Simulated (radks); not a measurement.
Values are calculated unless marked as measured or tabulated.
Task: Valence configurations of neutral selenium (all share [Ar]). Code: a radial shooting solver on a logarithmic mesh with Libxc functionals. Model: Dirac Kohn-Sham, PBE, spin-unpolarised, spherical densities, point nucleus; open shells fill j = l - 1/2 first. Order these by energy: 3d9.5 4s2 4p4.5; 3d9 4s1 4p6; 3d10 4s1 4p5; 3d10 4s1.5 4p4.5; 3d10 4s2 4p4; 3d9 4s2 4p5; 3d8 4s2 4p6; 3d10 4s0.5 4p5.5.

Result: From the lowest, in eV above it: 3d10 4s2 4p4 0.000; 3d10 4s1.5 4p4.5 5.468; 3d10 4s1 4p5 10.993; 3d10 4s0.5 4p5.5 16.570; 3d9.5 4s2 4p4.5 24.409; 3d9 4s2 4p5 51.378; 3d9 4s1 4p6 63.341; 3d8 4s2 4p6 113.25. NIST lists [Ar] 3d10 4s2 4p4 as the ground configuration; this level of theory agrees among the configurations tried. The energies are those of spherical spin-averaged densities, not of single terms.
